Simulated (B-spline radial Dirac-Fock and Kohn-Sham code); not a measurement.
**Total and shell-resolved photoionisation of Si⁸⁺**

System: silicon as Si⁸⁺, [He] 2s2 2p2.

Calculated with a B-spline atomic structure program, using independent-particle photoionisation in a Dirac-Hartree-Slater potential with a Latter tail, all multipoles, thresholds from Dirac-Fock ΔSCF.

Computed thresholds (eV): K 2150.4, L1 378.1, L2 348.7, L3 347.9.

```csv
photon energy (eV),total (b),K (%),L (%)
600,222900,–,100.0
800,109900,–,100.0
2984.4,48300,92.4,7.6
6000,6997,92.2,7.8
13200,690.2,91.9,8.1
20100,191.7,91.8,8.2
20200,188.8,91.8,8.2
22162.9,141.8,91.8,8.2
30000,55.21,91.8,8.2
41700,19.55,91.7,8.3
45200,15.13,91.7,8.3
73000,3.267,91.6,8.4
86600,1.887,91.6,8.4
150000,0.3236,91.5,8.5
```

Problem. With what power of the photon energy does the total fall between 86600 and 150000 eV?

Solution. As E^-3.21. The non-relativistic Born limit for an s electron far above threshold is E^-3.5; near threshold and at relativistic energies the fall is slower.
